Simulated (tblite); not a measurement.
Record of a relaxation.

C₇H₇BrO₃.
Atom-mapped SMILES: `[CH3:1][O:2][c:3]1[o:4][c:5]([C:6](=[O:7])[Br:8])[cH:9][c:10]1[CH3:11]` (hydrogens: H12, H13, H14 on C1; H15 on C9; H16, H17, H18 on C11)

Computed with GFN2-xTB (tblite), gas phase: L-BFGS steps from a force-field or distance-geometry start until the largest atomic force falls under 0.01 eV/Å. 8 of its 55 geometries are shown.

Step 0: E = -947.3309 eV, largest atomic force 5.041 eV/Å
```
atom  x, y, z in Å  |  force x, y, z in eV/Å
C1     -2.671    1.190   -0.351   -0.006   0.985  -1.457
O2     -1.904    0.066   -0.050    2.410  -0.638   0.644
C3     -0.488    0.078   -0.022   -2.850  -0.066  -0.091
O4      0.308    1.093   -0.287   -0.934   1.801  -0.418
C5      1.570    0.680   -0.146    2.068   0.549  -0.234
C6      2.770    1.483   -0.350    3.413  -2.424   0.744
O7      3.943    1.004   -0.206   -4.562   2.054  -0.620
Br8     2.548    3.339   -0.835   -0.096  -0.299   0.067
C9      1.587   -0.654    0.200    0.543  -0.458   0.187
C10     0.254   -1.029    0.284   -0.402  -1.799   0.470
C11    -0.307   -2.380    0.626   -0.536   0.593   0.931
H12    -3.745    0.905   -0.513    1.046  -0.100   0.560
H13    -2.586    2.011    0.392   -0.019  -0.520  -0.362
H14    -2.317    1.536   -1.358   -0.298   0.338   0.653
H15     2.461   -1.272    0.380   -0.394   0.347  -0.099
H16    -0.498   -2.936   -0.292    0.209  -0.192   0.334
H17     0.344   -2.881    1.359   -0.128  -0.046  -0.752
H18    -1.277   -2.225    1.156    0.537  -0.126  -0.558
```

Step 8: E = -947.9934 eV, largest atomic force 0.292 eV/Å
```
atom  x, y, z in Å  |  force x, y, z in eV/Å
C1     -2.600    1.212   -0.404   -0.047   0.096   0.072
O2     -1.835    0.083   -0.024    0.013   0.071  -0.123
C3     -0.511    0.087   -0.017    0.063  -0.047   0.023
O4      0.276    1.133   -0.295   -0.045  -0.098   0.027
C5      1.570    0.684   -0.159   -0.097  -0.036   0.013
C6      2.756    1.440   -0.339    0.267  -0.057   0.007
O7      3.880    1.044   -0.217   -0.254   0.138  -0.041
Br8     2.486    3.322   -0.832   -0.195   0.037  -0.016
C9      1.557   -0.653    0.205   -0.021   0.020   0.000
C10     0.225   -1.047    0.302    0.045   0.008   0.000
C11    -0.337   -2.374    0.656   -0.002  -0.108  -0.042
H12    -3.624    0.840   -0.452    0.028   0.042  -0.099
H13    -2.553    1.990    0.361    0.137   0.098  -0.024
H14    -2.299    1.620   -1.373    0.069  -0.062   0.098
H15     2.429   -1.245    0.375    0.097  -0.077   0.028
H16    -0.479   -2.977   -0.241   -0.061   0.025  -0.010
H17     0.352   -2.913    1.302   -0.075   0.049   0.075
H18    -1.301   -2.240    1.141    0.078  -0.097   0.011
```

Step 15: E = -948.0520 eV, largest atomic force 0.552 eV/Å
```
atom  x, y, z in Å  |  force x, y, z in eV/Å
C1     -2.528    1.259   -0.401   -0.082   0.076  -0.122
O2     -1.822    0.082   -0.057   -0.218  -0.017   0.085
C3     -0.507    0.052   -0.015   -0.018  -0.073   0.069
O4      0.267    1.101   -0.282    0.081  -0.162  -0.029
C5      1.554    0.650   -0.149    0.149   0.064   0.048
C6      2.700    1.445   -0.343    0.415   0.353  -0.089
O7      3.852    1.145   -0.249   -0.307   0.082  -0.027
Br8     2.257    3.332   -0.845   -0.064  -0.182   0.044
C9      1.558   -0.686    0.221   -0.014   0.042  -0.038
C10     0.227   -1.082    0.313   -0.055   0.032  -0.010
C11    -0.338   -2.409    0.657   -0.115  -0.185   0.093
H12    -3.557    0.913   -0.481   -0.076   0.206   0.075
H13    -2.430    2.053    0.344    0.030  -0.174   0.108
H14    -2.211    1.663   -1.360    0.164  -0.019  -0.170
H15     2.445   -1.261    0.387   -0.022  -0.065   0.029
H16    -0.505   -3.002   -0.240    0.141  -0.059   0.002
H17     0.326   -2.935    1.334    0.159  -0.116  -0.098
H18    -1.296   -2.314    1.153   -0.167   0.196   0.029
```

Step 23: E = -948.1370 eV, largest atomic force 0.117 eV/Å
```
atom  x, y, z in Å  |  force x, y, z in eV/Å
C1     -2.419    1.332   -0.427    0.033  -0.060   0.019
O2     -1.843    0.078   -0.079   -0.066  -0.083   0.050
C3     -0.524   -0.011   -0.001   -0.020  -0.013  -0.029
O4      0.254    1.029   -0.273    0.011  -0.009   0.014
C5      1.548    0.607   -0.128    0.022   0.014  -0.014
C6      2.619    1.505   -0.361    0.006   0.095  -0.026
O7      3.797    1.352   -0.311   -0.053  -0.077   0.029
Br8     1.914    3.300   -0.853    0.024   0.043  -0.015
C9      1.555   -0.729    0.244   -0.045   0.012  -0.003
C10     0.219   -1.139    0.335   -0.053   0.027  -0.043
C11    -0.344   -2.473    0.680    0.007  -0.040  -0.003
H12    -3.488    1.138   -0.509    0.071   0.041   0.000
H13    -2.231    2.076    0.350    0.035  -0.007  -0.029
H14    -2.026    1.694   -1.379    0.021   0.003   0.024
H15     2.436   -1.314    0.419   -0.050   0.000   0.018
H16    -0.491   -3.071   -0.219    0.005   0.021  -0.023
H17     0.328   -3.016    1.337    0.029   0.025   0.031
H18    -1.311   -2.353    1.164    0.023   0.008  -0.001
```

Step 31: E = -948.1451 eV, largest atomic force 0.073 eV/Å
```
atom  x, y, z in Å  |  force x, y, z in eV/Å
C1     -2.396    1.330   -0.424   -0.002   0.001   0.007
O2     -1.857    0.064   -0.068   -0.038  -0.007  -0.017
C3     -0.538   -0.025   -0.006   -0.022   0.019  -0.005
O4      0.231    1.024   -0.276    0.020  -0.003   0.000
C5      1.528    0.614   -0.131    0.017  -0.021  -0.007
C6      2.596    1.516   -0.364    0.004   0.029  -0.004
O7      3.773    1.352   -0.306   -0.018  -0.017   0.012
Br8     1.904    3.315   -0.861    0.016  -0.021   0.002
C9      1.543   -0.723    0.240   -0.022  -0.009   0.013
C10     0.212   -1.144    0.326   -0.041   0.020   0.009
C11    -0.338   -2.480    0.678    0.001  -0.013   0.001
H12    -3.469    1.174   -0.512    0.020   0.027   0.004
H13    -2.182    2.071    0.350    0.000   0.009  -0.002
H14    -1.983    1.680   -1.372   -0.006  -0.013   0.000
H15     2.413   -1.318    0.432    0.047   0.052  -0.021
H16    -0.483   -3.078   -0.221    0.007  -0.019   0.015
H17     0.341   -3.008    1.341    0.009  -0.008  -0.004
H18    -1.303   -2.359    1.165    0.007  -0.026  -0.005
```

Step 39: E = -948.1474 eV, largest atomic force 0.025 eV/Å
```
atom  x, y, z in Å  |  force x, y, z in eV/Å
C1     -2.389    1.336   -0.423   -0.005   0.010  -0.008
O2     -1.867    0.062   -0.071   -0.020   0.000   0.004
C3     -0.548   -0.030   -0.006   -0.013   0.006  -0.003
O4      0.218    1.022   -0.280    0.003  -0.002  -0.001
C5      1.516    0.616   -0.135    0.004  -0.008   0.009
C6      2.587    1.516   -0.363   -0.007   0.011   0.004
O7      3.762    1.345   -0.296    0.001  -0.010   0.006
Br8     1.907    3.314   -0.864    0.002   0.006  -0.006
C9      1.535   -0.719    0.240    0.000  -0.013  -0.008
C10     0.206   -1.147    0.327   -0.010   0.010  -0.005
C11    -0.335   -2.488    0.679    0.014   0.003   0.002
H12    -3.464    1.203   -0.511   -0.008  -0.005   0.010
H13    -2.161    2.074    0.349    0.006   0.007   0.001
H14    -1.971    1.675   -1.373   -0.007   0.017  -0.017
H15     2.419   -1.294    0.426    0.006  -0.020   0.006
H16    -0.474   -3.091   -0.218    0.015   0.004   0.008
H17     0.352   -3.008    1.341    0.001  -0.009   0.003
H18    -1.301   -2.380    1.167    0.018  -0.006  -0.004
```

Step 46: E = -948.1481 eV, largest atomic force 0.029 eV/Å
```
atom  x, y, z in Å  |  force x, y, z in eV/Å
C1     -2.390    1.343   -0.426    0.006  -0.005   0.004
O2     -1.873    0.067   -0.074    0.000  -0.029   0.004
C3     -0.554   -0.031   -0.007    0.007   0.004  -0.001
O4      0.214    1.020   -0.280    0.003   0.009  -0.004
C5      1.511    0.615   -0.135    0.001   0.001   0.003
C6      2.583    1.515   -0.360    0.010  -0.004  -0.004
O7      3.757    1.340   -0.288    0.003   0.010   0.003
Br8     1.910    3.314   -0.869    0.001  -0.012   0.002
C9      1.532   -0.720    0.239   -0.004   0.005   0.004
C10     0.202   -1.147    0.327   -0.002   0.006  -0.001
C11    -0.327   -2.493    0.681   -0.008  -0.002  -0.004
H12    -3.466    1.214   -0.505   -0.008   0.000   0.008
H13    -2.152    2.081    0.343    0.001   0.019   0.012
H14    -1.978    1.681   -1.379   -0.002   0.000  -0.021
H15     2.416   -1.296    0.424   -0.011  -0.007   0.001
H16    -0.459   -3.097   -0.216    0.001  -0.007  -0.003
H17     0.361   -3.011    1.344    0.011   0.022  -0.003
H18    -1.294   -2.391    1.168   -0.010  -0.012   0.001
```

Step 54: E = -948.1486 eV, largest atomic force 0.008 eV/Å
```
atom  x, y, z in Å  |  force x, y, z in eV/Å
C1     -2.392    1.348   -0.427   -0.001  -0.002   0.002
O2     -1.876    0.070   -0.076    0.005  -0.005   0.004
C3     -0.557   -0.029   -0.009    0.007   0.004  -0.002
O4      0.213    1.021   -0.281    0.005   0.005   0.000
C5      1.510    0.615   -0.134    0.000  -0.002  -0.001
C6      2.584    1.513   -0.357   -0.003   0.000   0.003
O7      3.758    1.339   -0.281   -0.005  -0.001   0.001
Br8     1.913    3.310   -0.872   -0.001  -0.003  -0.001
C9      1.527   -0.720    0.239   -0.001  -0.001  -0.002
C10     0.197   -1.146    0.326    0.000  -0.001  -0.004
C11    -0.324   -2.494    0.680   -0.002  -0.003   0.000
H12    -3.469    1.222   -0.494   -0.006   0.000   0.004
H13    -2.146    2.087    0.339    0.007   0.004   0.001
H14    -1.989    1.682   -1.385   -0.003  -0.002  -0.006
H15     2.408   -1.302    0.425    0.001   0.005   0.004
H16    -0.448   -3.103   -0.215    0.002   0.000  -0.004
H17     0.372   -3.001    1.344   -0.001  -0.003   0.004
H18    -1.291   -2.405    1.167   -0.004   0.006  -0.003
```

Q: Summarise the path.

A: The energy falls by 78.90 kJ/mol from step 0 to step 54; nine tenths of that is first reached at step 16. It falls at every step. The largest force goes from 5.041 to 0.008 eV/Å. Among the bonds O2–C3 changes most, from 1.416 to 1.324 Å; the atoms move by 0.278 Å rms after alignment.

Q: Follow the three bonds and two angles with the largest change from start to end.

A: 
```tsv
step	E above end (kJ/mol)	largest force (eV/Å)	O2–C3 (Å)	C6=O7 (Å)	C6–Br8 (Å)	C5–C6–O7 (°)	H16–C11–H17 (°)
0	78.90	5.041	1.416	1.276	1.931	122.3	115.6
2	30.82	1.363	1.338	1.213	1.961	124.7	113.3
5	18.43	0.698	1.331	1.186	1.981	127.8	109.2
7	15.90	0.263	1.323	1.196	1.973	127.4	107.4
9	14.43	0.213	1.324	1.196	1.961	126.1	107.6
12	12.76	0.283	1.322	1.190	1.975	126.7	109.1
14	10.87	0.330	1.317	1.192	1.994	128.4	109.8
16	7.28	0.648	1.318	1.195	2.005	129.8	110.4
19	2.66	0.221	1.326	1.190	1.986	129.5	109.6
21	1.63	0.168	1.325	1.190	1.987	130.6	108.7
23	1.12	0.117	1.324	1.190	1.989	131.3	108.0
26	0.73	0.082	1.324	1.189	1.986	130.7	108.1
28	0.51	0.087	1.324	1.190	1.986	130.3	108.5
31	0.34	0.073	1.323	1.190	1.991	130.5	108.6
33	0.25	0.056	1.324	1.189	1.989	130.4	108.5
35	0.18	0.033	1.324	1.190	1.986	130.2	108.5
38	0.13	0.042	1.323	1.190	1.986	130.2	108.5
40	0.10	0.026	1.324	1.190	1.986	130.2	108.5
42	0.08	0.038	1.324	1.190	1.986	130.1	108.4
45	0.05	0.027	1.324	1.190	1.987	130.0	108.3
47	0.04	0.027	1.324	1.190	1.987	130.0	108.4
49	0.02	0.028	1.324	1.190	1.986	130.0	108.4
52	0.00	0.015	1.324	1.190	1.985	130.1	108.4
54	0.00	0.008	1.324	1.190	1.986	130.1	108.4
```
